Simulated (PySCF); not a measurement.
CF$_{3}$, doublet, at a GFN2-xTB geometry; PBE0/6-31G** in PySCF.

Here is a job for PySCF.
```python
from pyscf import gto, scf, dft

mol = gto.Mole()
mol.atom = '''
    F    -0.619701    1.103304   -0.056819
    C    -0.009064   -0.008432    0.308886
    F    -0.640509   -1.086531   -0.117207
    F     1.266253   -0.011152   -0.031899
'''
mol.basis = '6-31g**'
mol.charge = 0
mol.spin = 1
mol.verbose = 4
mol.build()

mf = dft.UKS(mol)
mf.xc = 'pbe0'
mf.grids.atom_grid = (99, 590)
mf.grids.prune = None
mf.kernel()
```

The log (banner, timings and long lists left out):

```
PySCF version 2.14.0

[INPUT] verbose = 4
[INPUT] num. atoms = 4
[INPUT] num. electrons = 33
[INPUT] charge = 0
[INPUT] spin (= nelec alpha-beta = 2S) = 1
[INPUT] symmetry False subgroup None
[INPUT] Mole.unit = angstrom
[INPUT] Symbol           X                Y                Z      unit          X                Y                Z       unit  Magmom
[INPUT]  1 F     -0.619701000000   1.103304000000  -0.056819000000 AA   -1.171065169119   2.084942392137  -0.107372348672 Bohr   0.0
[INPUT]  2 C     -0.009064000000  -0.008432000000   0.308886000000 AA   -0.017128477593  -0.015934170682   0.583709943712 Bohr   0.0
[INPUT]  3 F     -0.640509000000  -1.086531000000  -0.117207000000 AA   -1.210386590319  -2.053246015850  -0.221489129882 Bohr   0.0
[INPUT]  4 F      1.266253000000  -0.011152000000  -0.031899000000 AA    2.392871374409  -0.021074225741  -0.060280373648 Bohr   0.0

nuclear repulsion = 123.637596379706
number of shells = 24
number of NR pGTOs = 108
number of NR cGTOs = 56
basis = 6-31g**
ecp = {}

******** <class 'pyscf.dft.uks.UKS'> ********
method = UKS
initial guess = minao
damping factor = 0
level_shift factor = 0
DIIS = <class 'pyscf.scf.diis.CDIIS'>
diis_start_cycle = 1
diis_space = 8
diis_damp = 0
SCF conv_tol = 1e-09
SCF conv_tol_grad = None
SCF max_cycles = 50
direct_scf = True
direct_scf_tol = 1e-13
number electrons alpha = 17  beta = 16
XC library pyscf.dft.libxc version 7.1.2
    S. Lehtola, C. Steigemann, M. J. T. Oliveira, and M. A. L. Marques,  SoftwareX 7, 1–5 (2018)
XC functionals = pbe0
    C. Adamo and V. Barone,  J. Chem. Phys. 110, 6158 (1999)
    M. Ernzerhof and G. E. Scuseria,  J. Chem. Phys. 110, 5029 (1999)
radial grids:
    Treutler-Ahlrichs [JCP 102, 346 (1995); DOI:10.1063/1.469408] (M4) radial grids

becke partition: Becke, JCP 88, 2547 (1988); DOI:10.1063/1.454033
pruning grids: None
grids dens level: 3
symmetrized grids: False
atomic radii adjust function: <function treutler_atomic_radii_adjust>
User specified grid scheme (99, 590)
small_rho_cutoff = 0
Set gradient conv threshold to 3.16228e-05
tot grids = 233640
init E= -337.753045371799

cycle= 1 E= -337.116916369272  delta_E= 0.636  |g|= 0.569  |ddm|= 1.61
cycle= 2 E= -336.998252528637  delta_E= 0.119  |g|= 0.845  |ddm|= 0.779
cycle= 3 E= -337.230985956689  delta_E= -0.233  |g|= 0.0236  |ddm|= 0.449
cycle= 4 E= -337.231243033617  delta_E= -0.000257  |g|= 0.00759  |ddm|= 0.0297
cycle= 5 E= -337.231277953555  delta_E= -3.49e-05  |g|= 0.00192  |ddm|= 0.013
cycle= 6 E= -337.231280768925  delta_E= -2.82e-06  |g|= 0.000577  |ddm|= 0.0029
cycle= 7 E= -337.231281104763  delta_E= -3.36e-07  |g|= 0.000129  |ddm|= 0.00127
cycle= 8 E= -337.231281119127  delta_E= -1.44e-08  |g|= 2.68e-05  |ddm|= 0.000169
cycle= 9 E= -337.231281119678  delta_E= -5.51e-10  |g|= 3.33e-06  |ddm|= 3.63e-05
Extra cycle  E= -337.231281119688  delta_E= -9.38e-12  |g|= 2.11e-06  |ddm|= 4.46e-06
converged SCF energy = -337.231281119688  <S^2> = 0.75151657  2S+1 = 2.001516
```
